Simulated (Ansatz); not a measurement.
`CC(=O)OB(F)F` + HCl → `CC(=O)Cl` + `OB(F)F` at 600 K and 1 bar (substitution at a C–O bond).

Gas-phase electronic energies from Ansatz, PBE0-D4/def2-TZVP geometries. CBS: MP2 limit from def2 TZ/QZ plus the TZ coupled-cluster correction, frozen cores. This one scheme is used for every species. Each species was taken in one conformer, which may not be the lowest.

```
       species  CCSD(T)/CBS energy (Eh)  H − E (kJ/mol)  S (J/(mol·K))
`CC(=O)OB(F)F`               -452.81860           224.4          452.1
           HCl               -460.38127            35.4          207.2
    `CC(=O)Cl`               -612.86293           164.7          351.7
      `OB(F)F`               -300.33752            98.7          320.4
```

H − E and S are ideal-gas, rigid-rotor, harmonic terms from PBE0-D4/def2-TZVP, for one conformer and one mirror image of each species. 1 Eh = 2625.50 kJ/mol, R = 8.31446 J/(mol·K).

**Question.** By hand: ΔE, ΔH, ΔS and ΔG.

**Answer.** ΔE = (-612.86293) + (-300.33752) − (-452.81860) − (-460.38127) = -0.00058 Eh = -1.5 kJ/mol. Δ(H − E) = 164.7 + 98.7 − 224.4 − 35.4 = 3.6, so ΔH = 2.1 kJ/mol. ΔS = 351.7 + 320.4 − 452.1 − 207.2 = 12.8 J/(mol·K). ΔG = 2.1 − 600 × (12.8)/1000 = -5.6 kJ/mol.

**Question.** By hand: the equilibrium constant, and the temperature at which ΔG would vanish if ΔH and ΔS stayed fixed.

**Answer.** log₁₀ K = −ΔG/(RT ln 10) = 0.5. ΔG = 0 at ΔH/ΔS = 164 K, though so small a ΔH makes that figure unsure.

TΔS isn't small against ΔH here. The sign of ΔG lies within the doubt. A doubt of 5 kJ/mol in ΔE shifts log₁₀ K by 0.4 here. Other conformers and mirror images would add mixing entropy, several J/(mol·K) or more a flexible species. Modes under 60 cm⁻¹, often nearly free rotors, make the harmonic entropy too high. These are equilibria of isolated gas molecules and say nothing of rates. Largest T1 diagnostic: 0.014 (customary marks: 0.02 for closed shells, 0.045 for open ones).
